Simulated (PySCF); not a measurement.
Correlation energy of B (boron, neutral)

[He] 2s1 2p1 3d1, one real determinant (an excited configuration). Calculation: PySCF 2.14, in dyall-acv3z; scalar relativity by spin-free X2C-1e. Frozen: 1s2; 3 electrons correlated; the 18 highest virtual orbitals of each spin left out.

| level | correlation energy (mhartree) |
| --- | --- |
| CCSD | -10.82 |
| (T) | -0.17 |
| CCSD(T) | -10.99 |

Diagnostics: T1 = 0.0080, D1 = 0.0178, largest double amplitude 0.055.

The real determinant used has ⟨L²⟩ near 8 against 12 for a pure F term, so it mixes terms. The outer electron is Rydberg-like, and this basis confines it to a smaller radius and binds it less than a complete one would.

Cost of the coupled-cluster step: of the order of 6 core-seconds, for 3 correlated electrons.

The reference is one real determinant that mixes LS terms of this configuration.
